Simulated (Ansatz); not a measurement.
Ansatz (a first-principles code) input (RI-MP2/cc-pV(T+d)Z):
A basis named .json is the Basis Set Exchange file of that set.

Ansatz 0.2 input:
```yaml
crystal:
  periodic: [false, false, false]
  atoms:
    - {symbol: C, position_ang: [1.53627098, 0.57570899, -0.83305057]}
    - {symbol: Si, position_ang: [0.00736039, 0.01516324, 0.00180400]}
    - {symbol: O, position_ang: [-0.56128161, -1.38620737, -0.65972961]}
    - {symbol: O, position_ang: [-1.03178877, 1.27672941, -0.11791325]}
    - {symbol: O, position_ang: [0.19845757, -0.35709723, 1.59053184]}
    - {symbol: H, position_ang: [1.68669272, 1.60143689, -1.14765947]}
    - {symbol: H, position_ang: [2.37386683, -0.08712723, -1.01876658]}
    - {symbol: H, position_ang: [-0.67693740, -1.41683277, -1.61248087]}
    - {symbol: H, position_ang: [-1.81451475, 1.25844256, 0.43913093]}
    - {symbol: H, position_ang: [0.26712377, -1.28985735, 1.80971144]}
basis:
  gaussian:
    orbitals: cc-pV_T+d_Z.json
    fitting: {mean_field: def2-universal-jkfit, correlation: cc-pVTZ-RIFIT.json}
magnetization: {spin_polarized: true, initial_magnetization: 1}
correlation: {method: mp2, electrons: outside_noble_gas}
```

Output:

```
Functional definition: HF
integrals: 0.25 GiB planned
524 factors; integrals over basis functions are off by at most 9.4e-1 eV
596 factors; integrals over basis functions are off by at most 6.8e-1 eV
mean field: 0.87 GiB planned
mean field evaluation 1: about -15085.2600 eV, gradient 3.9e1 eV
mean field evaluation 2: about -15088.9752 eV, gradient 2.3e1 eV
mean field evaluation 4: about -15090.5314 eV, gradient 6.7e-1 eV
mean field evaluation 8: about -15090.5370 eV, gradient 3.0e-6 eV
mean field -15090.53698861 eV, -554.5670055981 hartree, gradient 3.0e-6 eV, S^2 0.760125; 0 other end points of the search recorded, 0 dependent functions left out
9 core orbitals not correlated
reference -15090.53698861 eV, -554.5670055981 hartree; 16, 15 occupied and 204, 205 virtual orbitals, 596 factors
second order -26.66706909 eV of doubles, -0.00000000 eV of singles
Total energy: -15117.20405771 eV, -555.5470023117 hartree
```

It need not be the lowest isomer of its formula.
